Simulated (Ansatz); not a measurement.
`C[N](C)[Ge][OH]` → 2 C• + Ge• + 7 H• + N• + O•  (atomization)

Isolated molecules relaxed with PBE0-D4/def2-TZVP in Ansatz; ΔE leaves out vibrations. CCSD(T)/CBS is the MP2 limit (def2-TZVPP, def2-QZVPP) plus CCSD(T) − MP2 in def2-TZVPP, frozen cores. This one scheme is used for every species, atoms too. Functionals use def2-TZVPP. Open shells (•) are unrestricted, without spin–orbit coupling. Spin–orbit coupling would lower the free atoms: a little for C, O; clearly for Ge. Bonds to Ge are less sure, by a few kJ/mol each and by 10 to 20 or more in all where they break to atoms, as the def2 sets lack core-valence functions. Scalar relativity is left out up to krypton. Each species was taken in one conformer, which may not be the lowest.

```json
{"level": "PBE-QIDH", "ΔE (eV)": "45.46"}
{"level": "BHLYP", "ΔE (eV)": "44.09"}
```

(1) What does CCSD(T)/CBS give? (An estimate is asked.)

Largest T1 diagnostic among the species: 0.014.

## Answers

(1) Computed: +46.05 eV. The listed levels differ from it by -0.59, -1.96 eV.

In def2-TZVPP, CCSD(T) changes the Hartree–Fock value by +12.76 eV (the triples alone add +0.77 eV) and MP2 by +13.44 eV; breaking electron pairs costs correlation energy, which Hartree–Fock lacks. From BLYP to BHLYP (50 % exact exchange), in def2-TZVPP and without D4, ΔE moves by −1.55 eV: exact exchange takes away binding that semilocal exchange gives to molecules.

For atomizations the MP2-based limit and the directly extrapolated one differ by several kJ/mol either way, and by 10 to 25 for some Ge, Se and Sn compounds, so smaller differences from it don't rank the levels.
